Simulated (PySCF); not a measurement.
## Adding and removing an electron: BeSn

PBE0; basis Be aug-cc-pVDZ, Sn aug-cc-pVDZ-PP with ECP28; scalar-relativistic core potentials; PySCF 2.14. Neutral (UKS): triplet (π ↑↑), Re = 2.357 Å, ωe = 448 cm⁻¹, De = 1.27 eV, HOMO -5.25 eV, LUMO -3.03 eV.

BeSn⁻ (UKS): quartet (σ ↑, π ↑↑), Re = 2.432 Å, ωe = 404 cm⁻¹, De = 1.41 eV to Be + Sn⁻. The energies at the minima are -228.93549 hartree for BeSn and -228.99255 for BeSn⁻.

(1) Work out the adiabatic electron affinity, without and with harmonic zero-point energies (1 hartree = 27.2114 eV, 1 eV = 8065.5 cm⁻¹), and the change of the bond length.

Spin–orbit coupling is left out, which matters for elements this heavy, above all for dissociation energies. For an ion De counts to the pair picked by the measured ionisation energies or electron affinities, which need not be the lowest pair at this level. States were picked by a PBE0 search and need not be the measured ground states.

Results:

(1) At PBE0: 0.05706 hartree = 1.553 eV between the minima; the zero-point term (448.0 − 404.0)/2 cm⁻¹ = +0.003 eV makes it 1.555 eV. Re changes by +7.5 pm against the neutral. The electron enters a σ orbital; the charge polarises the partner, so the anion is bound more strongly.
